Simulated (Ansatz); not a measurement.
Breaking the C5–H7 bond in CH6BN (SMILES BNC) (multiplicity 1 held, fragments rigid). Energies count from the point at 1.093 Å.
Geometry at that point (charge 0, multiplicity 1):
```xyz
9

B     -0.174     0.169     1.360
H     -1.047     0.516     2.096
H      0.905    -0.150     1.760
N     -0.421     0.138    -0.002
C      0.505    -0.252    -1.053
H     -1.332     0.407    -0.344
H      0.678     0.567    -1.756
H      0.130    -1.110    -1.617
H      1.457    -0.526    -0.602
```

Signs of static correlation in cc-pVTZ, with CASSCF(2,2), from Ansatz (an electronic-structure program) runs.

```csv
R (Å),T1 of restricted CCSD,largest double amplitude of restricted CCSD,CASSCF natural occupations
0.875,0.013,0.041,1.99 0.01
0.984,0.012,0.042,1.99 0.01
1.093,0.013,0.042,1.98 0.02
1.203,0.013,0.039,1.97 0.03
1.312,0.013,0.034,1.96 0.04
1.476,0.014,0.031,1.94 0.06
1.640,0.015,0.052,1.91 0.09
1.913,0.020,0.140,1.83 0.17
2.186,0.029,(withheld),1.72 0.28
2.514,(withheld),0.375,1.54 0.46
2.952,0.064,0.550,1.33 0.67
3.498,0.084,0.736,1.16 0.84
```

### Question
Complete the blanks.

### Answer

- 2.186, largest double amplitude of restricted CCSD: 0.245
- 2.514, T1 of restricted CCSD: 0.043

Doubts at one or more of the structures used: a restricted determinant that unrestricted orbitals would lower (R-CCSD(T)/cc-pVTZ); other coupled-cluster roots lie near (R-CCSD(T)/cc-pVTZ); T1 above 0.05 (R-CCSD(T)/cc-pVTZ).
